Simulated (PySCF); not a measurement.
## Dipole moment and polarisability of (CuH)2 ring

Compound: (CuH)2 ring, Cu₂H₂ (singlet state).
Cartesian coordinates in Å at the PBE0-D3(BJ)/def2-SVP level; atoms count from 1:
```
atom  x, y, z in Å
Cu1   -0.7784   -0.0447    0.7446
H2     0.5058    1.1646    0.6018
Cu3    0.7774    0.0425   -0.7460
H4    -0.5048   -1.1624   -0.6003
```

Level: PBE0/def2-SVPD (PySCF), static field, nuclei fixed, core orbitals frozen in the response. The polarisability tensor in these axes (au):

```
x   50.50  4.54 -8.41
y    4.54 47.03  4.14
z   -8.41  4.14 50.35
```

Q: Diagonalise the tensor; give its mean and Δα, where Δα² is half the sum of the squared differences of the eigenvalues.

A: Principal values 37.90, 51.14 and 58.84 au; mean 49.29 au = 7.30 Å³ = 8.13 × 10⁻⁴⁰ C²·m²/J; Δα = 18.35 au (37 % of the mean).

Q: What is the dipole moment?

A: 0.01 D; point group D2h allows none, and the residue is numerical.

Q: Directions of the eigenvectors, and the extent of the frame along each?

A: Largest value along (0.72, 0.03, -0.70), where the nuclei span 2.16 Å; middle along (0.37, 0.83, 0.42), 2.81 Å; least along (0.59, -0.56, 0.58), 0.00 Å. The strongest response doesn't lie along the longest of the three spans.

Q: What would n − 1 = 2πNα be for an ideal gas of these molecules at 400 K and 1 atm, electronic part alone?

A: N = p/kT = 1.8347 × 10¹⁹ cm⁻³, so n − 1 = 2π × N × 7.30 × 10⁻²⁴ cm³ = 842 × 10⁻⁶ at long wavelengths, for an ideal gas.

Q: Rayleigh depolarisation ratio (linearly polarised light, static tensor)?

A: ρ = 3Δα²/(45ᾱ² + 4Δα²) = 1010.1/(109335 + 1346.8) = 0.00913.

Geometry: PBE0-D3(BJ)/def2-SVP; no solvent, vibrations or thermal averaging.

The run behind these numbers computed excited states and ΔSCF ions as well. Hardware: an Arm Neoverse V2 with one thread (shared host). Cost: 9.3 s.
